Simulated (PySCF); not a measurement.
This PySCF input asks for the NMR shieldings of `BCC1=CBO[SiH2]1`, C₃H₈B₂OSi; the geometry comes from GFN2-xTB.

```python
import basis_set_exchange as bse
import numpy as np
from pyscf import gto, dft
from pyscf.prop import nmr

atoms = """
B     1.847548    0.292099   -0.511323
C     1.484774   -0.666718    0.682480
C     0.091727   -0.323482    0.280748
C    -0.525445   -0.808792   -0.830206
B    -1.939922   -0.184032   -1.038946
O    -2.244893    0.708667   -0.065745
Si   -1.082297    0.935559    1.083230
H     2.135231   -0.159463   -1.550559
H     1.875841    1.452237   -0.353132
H     1.719438   -1.718772    0.544975
H     1.709802   -0.356021    1.697440
H    -0.058434   -1.568758   -1.442705
H    -2.711623   -0.398413   -1.892024
H    -1.623400    0.469565    2.356177
H    -0.682761    2.334315    1.017678
"""
names = dict.fromkeys(["B", "C", "O", "Si", "H"], "pcSseg-1")
basis = {el: gto.basis.parse(bse.get_basis(n, elements=[el], fmt="nwchem")) for el, n in names.items()}
mol = gto.M(atom=atoms, basis=basis, charge=0, verbose=0)
mf = dft.RKS(mol, xc="PBE0")
mf.grids.level = 2
mf.grids.alignment = dft.numint.BLKSIZE   # the property module wants whole blocks of grid points
mf.conv_tol = 1e-9
mf.kernel()

calc = nmr.RKS(mf)   # GIAO
C = mf.mo_coeff
Co = C[:, mf.mo_occ > 0]
resp = mf.gen_response(singlet=True, hermi=2)
def vind(x):   # induced exchange potential for any number of trial vectors
    d = np.einsum("pi,xij,qj->xpq", C, 2 * x.reshape(-1, C.shape[1], Co.shape[1]), Co, optimize=True)
    return np.einsum("xpq,pi,qj->xij", resp(d - d.transpose(0, 2, 1)), C, Co, optimize=True).ravel()
mo1, _ = nmr.rhf.solve_mo1(calc, with_cphf=vind)
sigma = calc.kernel(mo1)
for i, s in enumerate(sigma):   # ppm
    print("%2d %-2s %9.2f" % (i, mol.atom_pure_symbol(i), np.trace(s) / 3))
```

**Question.** What does it print?

**Answer.** 
```
 0 B      69.72
 1 C     147.26
 2 C      30.22
 3 C      11.91
 4 B      57.37
 5 O     141.08
 6 Si    351.05
 7 H      26.85
 8 H      27.47
 9 H      28.75
10 H      28.47
11 H      24.36
12 H      26.42
13 H      26.45
14 H      26.52
```

These numbers come from an equivalent density-fitted implementation of the same equations, which agrees with the script to about 0.01 ppm for H and up to a few tenths of a ppm for heavy atoms, so last digits may differ.

Size and cost of the density-fitted run: 166 basis functions, 20 s wall time on 1 thread of an Arm Neoverse V1, shared host; peak memory 0.84 GiB.
